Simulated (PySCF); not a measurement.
**Partial charges of `C/C=C\C=C/C[SiH3]`**

C₆H₁₂Si.
Geometry (GFN2-xTB, Å), atoms numbered from 1 in this order:
```
atom  x, y, z in Å
C1     3.2573    0.4000    0.0060
C2     2.0990    0.2631   -0.9247
C3     0.8586   -0.1361   -0.6314
C4     0.3664   -0.5354    0.6649
C5    -0.8968   -0.8761    0.9432
C6    -2.0464   -0.8898    0.0023
Si7   -2.8993    0.8223   -0.0267
H8     3.0301    0.0419    1.0050
H9     4.1110   -0.1585   -0.3792
H10    3.5561    1.4475    0.0717
H11    2.3208    0.5401   -1.9485
H12    0.1365   -0.1595   -1.4367
H13    1.0866   -0.5595    1.4710
H14   -1.1450   -1.1349    1.9651
H15   -1.7268   -1.1480   -1.0067
H16   -2.7677   -1.6449    0.3172
H17   -3.3520    1.1581    1.3246
H18   -1.9463    1.8277   -0.4954
H19   -4.0519    0.7512   -0.9291
```

Density: PBE0/pcSseg-1 (PySCF); schemes: Mulliken, IAO, Hirshfeld and ESP-fitted. The structure is a single GFN2-xTB conformer in the gas phase; no vibrational or solvent corrections.

Question: Atoms with like bonding are taken together and averaged. At which atom do the 4 schemes differ most?

Answer: At C6: from -0.536 (IAO) to -0.153 e (Hirshfeld), 0.383 e apart.

Question: Which atoms carry the highest charge in the Mulliken, IAO, Hirshfeld and ESP-fitted schemes?

Answer: All schemes agree: Mulliken Si7 (+0.512); IAO Si7 (+0.612); Hirshfeld Si7 (+0.316); ESP-fitted Si7 (+0.368).

Question: For which atoms does the sign change between the 4 schemes (beyond +0.03 e in one, beyond −0.03 e in another)?

Answer: C2.

Question: Tabulate the Mulliken, IAO, Hirshfeld and ESP-fitted charges.

Answer: In e; atoms taken as equivalent share a row and are averaged (×n: the atom named and its like, n in all):

```tsv
atom	environment	Mulliken	IAO	Hirshfeld	ESP-fitted
C1	allylic carbon	-0.210	-0.426	-0.116	-0.282
C2	alkene CH carbon	-0.218	-0.135	-0.037	+0.035
C3	alkene CH carbon	-0.132	-0.166	-0.062	-0.350
C4	alkene CH carbon	-0.129	-0.173	-0.064	-0.053
C5	alkene CH carbon	-0.174	-0.141	-0.042	-0.277
C6	sp3 carbon bound to silicon	-0.474	-0.536	-0.153	-0.188
Si7	SiH3 silicon	+0.512	+0.612	+0.316	+0.368
H8/H9/H10	methyl hydrogen	+0.126	+0.150	+0.046	+0.097
H11	vinylic hydrogen	+0.094	+0.142	+0.042	+0.073
H12	vinylic hydrogen	+0.090	+0.137	+0.039	+0.181
H13	vinylic hydrogen	+0.096	+0.140	+0.041	+0.129
H14	vinylic hydrogen	+0.099	+0.145	+0.043	+0.152
H15/H16	methylene hydrogen	+0.158	+0.155	+0.045	+0.104
H17/H18/H19	Si–H hydrogen	-0.083	-0.119	-0.078	-0.095
```

Mean size of the charges over all atoms: IAO 0.204 e, Mulliken 0.167 e, ESP-fitted 0.151 e, Hirshfeld 0.075 e. Each set sums to the total charge, 0, to within 0.001 e. The ESP scheme is a least-squares fit of atom-centred charges to the potential on four shells outside the van der Waals surface, with the total charge fixed.

Some averages cover members that differ in this geometry: H17/H18/H19, ESP-fitted -0.121 to -0.079 e.

Question: How closely do the schemes follow one another over all atoms?

Answer: Correlation coefficient and root-mean-square difference: Mulliken with IAO 0.97, 0.067 e; IAO with Hirshfeld 0.95, 0.158 e; Mulliken with Hirshfeld 0.94, 0.118 e; IAO with ESP-fitted 0.87, 0.130 e; Hirshfeld with ESP-fitted 0.84, 0.110 e; Mulliken with ESP-fitted 0.82, 0.116 e.

Question: How many electrons does the Mulliken scheme count on C1?

Answer: Z − q = 6 − (-0.210) = 6.210.
